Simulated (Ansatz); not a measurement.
CF₃O₂S (SMILES O=[S](=O)C(F)(F)F), doublet (typed; the unrestricted solution is spin-contaminated), at a GFN2-xTB geometry; MP2/STO-3G (Ansatz, a quantum-chemistry and plane-wave program).

Input for Ansatz:
Ansatz 0.2 input:
```yaml
crystal:
  periodic: [false, false, false]
  atoms:
    - {symbol: O, position_ang: [1.36758155, -1.42971649, 0.04512184]}
    - {symbol: S, position_ang: [1.11087261, -0.06550588, -0.33570225]}
    - {symbol: O, position_ang: [1.64565921, 0.98151974, 0.49480224]}
    - {symbol: C, position_ang: [-0.92708388, 0.11038233, -0.01858333]}
    - {symbol: F, position_ang: [-1.17059469, -0.09972883, 1.25864059]}
    - {symbol: F, position_ang: [-1.31047891, 1.32712247, -0.36763597]}
    - {symbol: F, position_ang: [-1.55419135, -0.78612986, -0.76174425]}
basis:
  gaussian:
    orbitals: STO-3G
magnetization: {spin_polarized: true, initial_magnetization: 1}
correlation: {method: mp2}
```

It wrote (shortened):

```
Functional definition: HF
547 factors; integrals over basis functions are off by at most 2.2e-5 eV
mean field evaluation 1: about -23717.7407 eV, gradient 4.0e1 eV
mean field evaluation 2: about -23717.9952 eV, gradient 4.0e1 eV
mean field evaluation 4: about -23729.6305 eV, gradient 3.4e0 eV
mean field evaluation 8: about -23730.0263 eV, gradient 3.4e-1 eV
mean field evaluation 16: about -23730.0452 eV, gradient 2.7e-2 eV
mean field evaluation 32: about -23730.6623 eV, gradient 1.8e-6 eV
mean field evaluation 64: about -23730.1374 eV, gradient 3.4e0 eV
mean field evaluation 96: about -23718.5183 eV, gradient 2.9e1 eV
mean field evaluation 128: about -23730.1696 eV, gradient 3.6e-1 eV
mean field -23730.66226895 eV, -872.0857531631 hartree, gradient 1.8e-6 eV, S^2 1.204374; 12 other end points of the search recorded, 0 dependent functions left out
11 core orbitals not correlated
reference -23730.66226895 eV, -872.0857531631 hartree; 22, 21 occupied and 6, 7 virtual orbitals, 547 factors
second order -5.03318261 eV of doubles, -0.00000000 eV of singles
Total energy: -23735.69545156 eV, -872.2707192124 hartree
```
